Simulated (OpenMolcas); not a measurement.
# Computed transition rates of I+

```yaml
Program: OpenMolcas
Method: "SS-CASPT2, IPEA 0.25 Eh, imaginary shift 0.1 Eh (closed shells correlated: 4d 5s)"
Basis: ANO-RCC-VQZP [8s7p5d3f2g]
Scalar_Hamiltonian: DKH2, point nucleus
Active_space: 4 electrons in 3 orbitals (5p)
State_averaging: 2S+1 = 3 even, 3 roots; 2S+1 = 1 even, 6 roots
Spin-orbit_coupling: state interaction with AMFI integrals over the reference wave functions, term energies averaged over their components
```

Rates come from the transition moments of the reference wave functions (E1 and E2 in the length form). At fixed line strength A goes as λ^-3 for E1 and M1 and as λ^-5 for E2, so a rate at the computed wavelength can be rescaled to the measured one. Measured vacuum wavelengths follow from level energies in NIST Handbook of Basic Atomic Spectroscopic Data. Branching counts decays inside the model space alone, at computed energies, and the table is only a selection of the E2 and M1 lines, drawn from those between levels with measured partners whose computed energy lies within a factor of 1.5 of the measured one.

```json
{"Upper": "5s2 5p4 1S0", "Lower": "5s2 5p4 3P1", "Type": "M1", "λ computed (nm)": "443.8", "λ measured (nm)": "446.1", "A computed (s-1)": "7.66e+01", "A rescaled (s-1)": "", "Branching %": "91.1"}
{"Upper": "5s2 5p4 1D2", "Lower": "5s2 5p4 3P2", "Type": "M1", "λ computed (nm)": "748.2", "λ measured (nm)": "728.5", "A computed (s-1)": "7.58e+00", "A rescaled (s-1)": "", "Branching %": "93.0"}
{"Upper": "5s2 5p4 1S0", "Lower": "5s2 5p4 1D2", "Type": "E2", "λ computed (nm)": "641.8", "λ measured (nm)": "634", "A computed (s-1)": "5.78e+00", "A rescaled (s-1)": "6.14e+00", "Branching %": "6.9"}
{"Upper": "5s2 5p4 3P1", "Lower": "5s2 5p4 3P2", "Type": "M1", "λ computed (nm)": "1559", "λ measured (nm)": "1411", "A computed (s-1)": "5.45e+00", "A rescaled (s-1)": "7.35e+00", "Branching %": "99.8"}
{"Upper": "5s2 5p4 1S0", "Lower": "5s2 5p4 3P2", "Type": "E2", "λ computed (nm)": "345.5", "λ measured (nm)": "339", "A computed (s-1)": "1.66e+00", "A rescaled (s-1)": "", "Branching %": "2.0"}
{"Upper": "5s2 5p4 1D2", "Lower": "5s2 5p4 3P1", "Type": "M1", "λ computed (nm)": "1438", "λ measured (nm)": "1506", "A computed (s-1)": "3.89e-01", "A rescaled (s-1)": "", "Branching %": "4.8"}
{"Upper": "5s2 5p4 1D2", "Lower": "5s2 5p4 3P2", "Type": "E2", "λ computed (nm)": "748.2", "λ measured (nm)": "728.5", "A computed (s-1)": "1.83e-01", "A rescaled (s-1)": "", "Branching %": "2.2"}
{"Upper": "5s2 5p4 3P0", "Lower": "5s2 5p4 3P2", "Type": "E2", "λ computed (nm)": "1601", "λ measured (nm)": "1551", "A computed (s-1)": "1.98e-02", "A rescaled (s-1)": "2.32e-02", "Branching %": "100.0"}
```

Spin-changing lines and M1 lines between different terms are not rescaled, since their strength hangs on the term gaps too.

The largest correction is for 5s2 5p4 3P1 → 5s2 5p4 3P2 (M1): 5.45e+00 × (1559 / 1411)^3 = 7.35e+00 s-1, a factor of 1.35.

The computed rate and branching of 5s2 5p4 3P0 → 5s2 5p4 3P2 give the upper level a radiative lifetime of 1.000 / 1.98e-02 s-1 = 5.05e+01 s, counting decays inside the model space alone. The rescaled rate gives about 4.3e+01 s.

No measured rate stands beside these. Rescaling mends the energy factor alone: line strengths can still be far off where a level mixes with configurations outside the active space, and weak or spin-changing lines hang on small mixing coefficients that depend on the term gaps too, so rescaling need not improve them.

CASPT2 does not keep the components of a term degenerate, so their means are used; among the terms shown or strongly mixed into the levels shown the widest spread is 180 cm-1 (5s2 5p4 1D). With the s shell closed, the reference lacks s² → p² mixing. Computed and measured levels are paired by configuration, term and J; levels that our copy of the source lacks, or whose pairing is in doubt (as where it misses far off the trend of its configuration), stay unpaired. Levels of configurations outside the active space are missing.
